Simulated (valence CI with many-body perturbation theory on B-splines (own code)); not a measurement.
Questions on Br28+

Method: relativistic CI+MBPT: five valence electrons over a frozen Dirac-Fock core [He], radial functions for each j: 9 s, 9 p, 8 d, 6 f, 3 g, 1 h, with the one-electron correlation potential Σ1, the two-electron term Σ2, the three-electron term Σ3, Breit, model QED; selected CI, second order for the rest, scaled by the run's own slope (own B-spline code, finite nucleus).

No measured spectrum was set against this ion. As an estimate, large intervals hold to a few tenths of a per cent, small ones and those within an open d or f shell to about a per cent. Among the levels kept, up to 5000 cm⁻¹ of a level comes from second order outside the variational space, and about a tenth of that is noise between levels of different J, which matters for small intervals.

Levels are named by their leading jj configuration (3d3/2^4 stands for four electrons in 3d with j = 3/2), which in mixed levels can hold well under half, so a name can repeat and another be missing.

Rates and lifetimes use the calculated energies. Strong lines usually hold to 10 to 20 %, long lifetimes can be off by a factor of two.

Q: What is the ground level?

A: (2s^2 2p1/2^2 2p3/2) J=3/2, composition 50 % 2s2 2p3 4S° + 33 % 2s2 2p3 2P° + 16 % 2s2 2p3 2D°, g = 1.577.

Q: What are the static dipole polarisabilities of the lowest levels?

A: (2s^2 2p1/2^2 2p3/2) J=3/2 0.00291 (tensor 0.00030); (2s^2 2p1/2 2p3/2^2) J=3/2 0.00316 (tensor 0.00035); (2s^2 2p1/2 2p3/2^2) J=5/2 0.00299 (tensor 0.00022); (2s^2 2p1/2 2p3/2^2) J=1/2 0.00271 bohr³, of which the core gives 5.84e-06.

Q: Name the longest-lived excited levels whose lifetime is computed, and their main decay.

A: (2s^2 2p1/2 2p3/2^2) J=5/2 at 54.1 eV lives 6.65 μs, mostly by M1 to (2s^2 2p1/2^2 2p3/2) J=3/2; (2s^2 2p1/2 2p3/2^2) J=3/2 at 42.0 eV lives 1.23 μs, mostly by M1 to (2s^2 2p1/2^2 2p3/2) J=3/2; (2s^2 2p1/2 2p3/2^2) J=1/2 at 70.1 eV lives 920 ns, mostly by M1 to (2s^2 2p1/2^2 2p3/2) J=3/2.

Q: How well does LS coupling describe the low levels?

A: Among the lowest 20 levels the leading LS term, summed over configurations, holds 73 % on average. For single configurations the figures are 72 % in LS and 88 % in jj coupling. Terms mix most in the J = 1/2 level at 258.7 eV, where the leading one holds 43 %.

Q: What is the ionisation energy?

A: 3168 eV; NIST lists 3169 ± 24 eV (semi-empirical).

Q: Where does the other parity begin?

A: At (2s 2p1/2^2 2p3/2^2) J=5/2, 161.9 eV.

Q: Among levels below 1942.8 eV, which E1 lines absorb most strongly from the ground level?

A: to (2s^2 2p1/2 2p3/2 3d3/2) J=3/2 at 0.6451 nm, f = 0.419; to (2s^2 2p1/2 2p3/2 3d3/2) J=5/2 at 0.6457 nm, f = 0.357; to (2s^2 2p1/2^2 3d5/2) J=5/2 at 0.6630 nm, f = 0.327.
